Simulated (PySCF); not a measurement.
**Partial charges of Al(NH3)F3**

Species: Al(NH3)F3.
Cartesian coordinates in Å at the PBE0-D3(BJ)/def2-SVP level; atoms count from 1:
```xyz
8
AlF3H3N angstrom
Al    -0.0006    0.0125   -1.0291
N      0.0020   -0.0124    0.9742
H     -0.9491    0.0330    1.3447
H      0.5189    0.7812    1.3572
H      0.4326   -0.8648    1.3373
F      1.6370   -0.0153   -1.3404
F     -0.7910    1.4546   -1.3050
F     -0.8499   -1.3888   -1.3389
```

Density: PBE0/pcSseg-1 (pcSseg-2 on Al) (PySCF); schemes: Mulliken, IAO, Hirshfeld and ESP-fitted. Isolated species at its PBE0-D3(BJ)/def2-SVP geometry, gas phase.

Q: Do the Mulliken, IAO, Hirshfeld and ESP-fitted schemes agree on where the charge is highest?

A: All schemes agree: Mulliken Al1 (+1.236); IAO Al1 (+1.522); Hirshfeld Al1 (+0.616); ESP-fitted Al1 (+1.346).

Q: At which atom do the 4 schemes differ most?

A: At Al1: from +0.616 (Hirshfeld) to +1.522 e (IAO), 0.906 e apart.

Q: Do the Mulliken, IAO, Hirshfeld and ESP-fitted schemes agree on where the charge is lowest?

A: The schemes don't all agree: Mulliken F6, F7 and F8 (-0.492); IAO N2 (-0.627); Hirshfeld F6, F7 and F8 (-0.330); ESP-fitted N2 (-0.866).

Q: Tabulate the Mulliken, IAO, Hirshfeld and ESP-fitted charges.

A: In e:

```csv
atom,environment,Mulliken,IAO,Hirshfeld,ESP-fitted
Al1,aluminium bonded to 3 F and N,+1.236,+1.522,+0.616,+1.346
N2,nitrogen bonded to Al and 3 H,-0.484,-0.627,-0.146,-0.866
H3,hydrogen on N2,+0.241,+0.302,+0.174,+0.366
H4,hydrogen on N2,+0.241,+0.302,+0.174,+0.366
H5,hydrogen on N2,+0.241,+0.302,+0.174,+0.365
F6,fluorine bonded to Al,-0.492,-0.600,-0.330,-0.526
F7,fluorine bonded to Al,-0.492,-0.601,-0.330,-0.526
F8,fluorine bonded to Al,-0.492,-0.601,-0.330,-0.526
```

Mean size of the charges over all atoms: ESP-fitted 0.611 e, IAO 0.607 e, Mulliken 0.490 e, Hirshfeld 0.284 e. Each set sums to the total charge, 0, to within 0.001 e. The Mulliken scheme counts on each atom the diagonal of the density matrix times the overlap matrix over that atom's basis functions. The IAO scheme projects the occupied orbitals on a minimal set of polarised atomic orbitals and counts the electrons in each atom's part of it.

Q: How many electrons does the ESP-fitted scheme count on N2?

A: Z − q = 7 − (-0.866) = 7.866.

Q: Sum the charges by element, for elements with more than one atom.

A: 
```
element  atoms  Mulliken     IAO  Hirshfeld  ESP-fitted
      H      3    +0.724  +0.907     +0.521      +1.097
      F      3    -1.476  -1.801     -0.990      -1.578
```

These values come from a run that also computed NMR shieldings. On Arm Neoverse V2, one thread, no GPU, on a shared host, this took 6.3 s.
